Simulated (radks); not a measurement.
Results of a calculation; reference values are marked as such.
Ionisation of Ir2+, [Xe] 4f14 5d7, to Ir3+, [Xe] 4f14 5d6, under several functionals. Scalar-relativistic Kohn-Sham, spin-polarised, spherical densities, point nucleus; open shells are filled with parallel spins first (spin-orbit coupling, left out, can overturn this in heavy ions); a radial shooting solver on a logarithmic mesh with Libxc functionals. Known Delta-SCF values: SOGGA 28.957 eV; LDA (Slater exchange, Perdew-Wang correlation) 29.560 eV. What does PBEsol give, and what is its highest occupied eigenvalue?

Answer. 29.096 eV by Delta-SCF; the 5d eigenvalue is -23.269 eV. NIST: 28 eV (theoretical).
